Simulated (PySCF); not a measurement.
A structure optimised at PBE0-D3(BJ)/def2-TZVP, used in a PySCF frequency run:

```xyz
9

C      1.3952    -0.0124     0.0985
B      0.0000     0.0000    -0.5634
C     -1.3952     0.0124     0.0985
H      1.6716     1.0485     0.2031
H      2.1844    -0.4744    -0.4968
H      1.4020    -0.4369     1.1109
H     -1.4020     0.4369     1.1109
H     -2.1844     0.4744    -0.4968
H     -1.6716    -1.0485     0.2031
```
Charge 0, spin multiplicity 2.

Q: Write its SMILES, formula and point group.

A: C[B]C, C2H6B, C2

Q: What are its rotational constants (standard atomic weights)?

A: 52.175, 7.3208, 6.9608 GHz
